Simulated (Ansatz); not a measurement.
`CO[Si](N)(F)F` + `C[S][Mg][O][SiH3]` → `CO[Si](F)(F)SC` + `[NH2][Mg][O][SiH3]`  (redistribution)

Isolated molecules relaxed with PBE0-D4/def2-TZVP in Ansatz; ΔE leaves out vibrations. CCSD(T)/CBS adds triple-zeta CCSD(T) − MP2 to the extrapolated MP2 energy (def2 sets, frozen cores). DFT in def2-TZVPP. B3LYP here is the variant with VWN-RPA as its local correlation; programs differ in this. For Mg outer-core shells are correlated without core-valence functions, which leaves a few kJ/mol of doubt a bond. One conformer a species, not always the lowest.

Task: Is it downhill or uphill in electronic energy at CCSD(T)/CBS, and by how much? (Estimate.)

Result: The calculation gave: Uphill: ΔE = +70.6 kJ/mol.

Task: What do these levels give: PBE-D4, r2SCAN-D4, B3LYP-D4, SCS-MP2/def2-TZVPP, HF/CBS(def2), CCSD/CBS(def2)? (Best estimate.)

Result: Ansatz gave: PBE-D4 61.7, r2SCAN-D4 68.5, B3LYP-D4 68.5, SCS-MP2/def2-TZVPP 69.8, HF/CBS(def2) 94.9, CCSD/CBS(def2) 74.1 kJ/mol.

Largest T1 diagnostic among the species: 0.011.

From PBE to PBE0 (25 % exact exchange), in def2-TZVPP and without D4, ΔE moves by +8.0 kJ/mol. In def2-TZVPP, CCSD(T) changes the Hartree–Fock value by −23.6 kJ/mol (the triples alone add −3.5 kJ/mol) and MP2 by −27.0 kJ/mol. The D4 term adds −6.7 kJ/mol with B3LYP and −3.7 kJ/mol with PBE0; it sums over pairs of atoms, weighted by their polarisabilities, and B3LYP, whose exchange is more repulsive, gets the larger term.
